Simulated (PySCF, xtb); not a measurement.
C2HBr2Cl, SMILES Cl/C(Br)=C\Br.

Harmonic wavenumbers (cm⁻¹) from GFN2-xTB (xtb) at its own minimum, in rising order: 118, 160, 184, 241, 402, 566, 660, 735, 778, 1184, 1585, 3092.

**Question.** What does PBE-D3(BJ)/def2-SVP (PySCF) give at its own minimum? (Estimate from the structure and the level; the computed values follow.)

**Answer.** 137, 160, 198, 258, 443, 598, 706, 737, 851, 1174, 1581, 3165. Paired by order, the mean absolute difference is 28 cm⁻¹ and the zero-point energies are 13.9 and 14.3 kcal/mol.
